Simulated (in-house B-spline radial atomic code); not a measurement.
**The niobium ion Nb⁵⁺: [Ar] 3d10 4s1 4p6 8d1 (an excited or competing configuration)**

Level of theory: Dirac-Hartree-Fock, average of configuration, Fermi nucleus of rms radius 4.324 fm; calculated with a B-spline radial code for spherical atoms.

Effective charges: Z_r = [3n² - l(l+1)]/(2<r>) from the radius, Z_e = n√(-2ε) from the energy, and Slater's rules. Values are occupation-weighted means over j. An effective charge above Z reflects the relativistic contraction of the inner shells.

```csv
shell,electrons,ε (eV),<r> (bohr),Z_r,Z_e,Slater
1s,2,-19186,0.03608,41.57,37.55,40.70
2s,2,-2830.5,0.1574,38.13,28.85,36.85
2p,6,-2531.5,0.1376,36.33,27.28,36.85
3s,2,-573.73,0.4402,30.67,19.48,29.75
3p,6,-473.37,0.4421,28.27,17.70,29.75
3d,10,-307.98,0.4301,24.41,14.27,19.85
4s,1,-150.77,1.108,21.65,13.32,13.60
4p,6,-116.42,1.207,19.06,11.70,13.60
8d,1,-10.194,11.56,8.04,6.92,6.00
```

The least bound orbital is 8d5/2 at -10.19 eV, and it is also the most diffuse (<r> = 11.57 bohr). The part-filled 4s shell lies below the filled 4p shell in orbital energy.

Spin-orbit splittings of the orbital energies (j = l + 1/2 above j = l - 1/2 when positive): 2p 96.42 eV, 3p 16.27 eV, 3d 3 eV, 4p 2.601 eV, 8d 0.01507 eV.

For the 1s electron the small component carries 2.23 % of the norm, the zero-frequency Breit interaction raises the level by 35.83 eV, self-energy by 19.49 eV, and vacuum polarisation lowers it by 2.213 eV.
